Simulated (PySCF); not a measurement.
[CrCl5]3- holds Cr(II), d4, at total charge -3. The structure is a PBE0-D3(BJ)/def2-TZVP, IEF-PCM water geometry optimised for multiplicity 5; coordination square pyramidal, point group C2v, metal–donor distances 2.42–2.70 Å.

Method (PySCF 2.14, density fitting): CASSCF(4,5) with orbitals averaged over all microstates of the shell, strongly contracted NEVPT2 on the averaged canonical orbitals; basis x2c-TZVPall on the metal, x2c-SVPall elsewhere; spin-free X2C; IEF-PCM water; spin-orbit coupling by state interaction with the mean-field operator over all roots.

CASSCF energies above the lowest CASSCF root:

```
state  CASSCF / cm⁻¹
  5A1              0
  5A1           8006
  5A2           8088
  5B2           9342
  5B1           9591
  3B1          18982
  3A2          19110
  3B2          19216
  3A1          19716
  3B1          21480
  3B2          21771
  3A1          22266
  3A2          22581
  3A1          24312
  3B2          24891
  3A2          25550
  3B1          25778
  3B2          25904
  1A1          27933
  1A1          27952
  1B1          27985
  1A2          29291
```

Q: How does dynamic correlation (SC-NEVPT2) move these states?

A: 
| state | NEVPT2 / cm⁻¹ | shift / cm⁻¹ |
| --- | --- | --- |
| 5A1 | 0 | 0 |
| 5A1 | 9599 | +1593 |
| 5A2 | 9913 | +1825 |
| 5B2 | 10973 | +1631 |
| 5B1 | 11286 | +1695 |
| 3B1 | 17620 | -1361 |
| 3A2 | 17851 | -1258 |
| 3B2 | 17908 | -1308 |
| 3A1 | 18550 | -1166 |
| 3B1 | 19591 | -1889 |
| 3B2 | 19965 | -1806 |
| 3A1 | 21020 | -1246 |
| 3A2 | 20351 | -2230 |
| 3A1 | 22043 | -2269 |
| 3B2 | 23191 | -1700 |
| 3A2 | 24923 | -627 |
| 3B1 | 24172 | -1606 |
| 3B2 | 25833 | -71 |
| 1A1 | 26307 | -1626 |
| 1A1 | 26315 | -1637 |
| 1B1 | 26291 | -1693 |
| 1A2 | 26318 | -2973 |

NEVPT2 lifts 5A2 from 8088 to 9913 cm⁻¹; on the d shell alone such lifts tend to overshoot. Gaps between spin states lean to high spin in this active space.
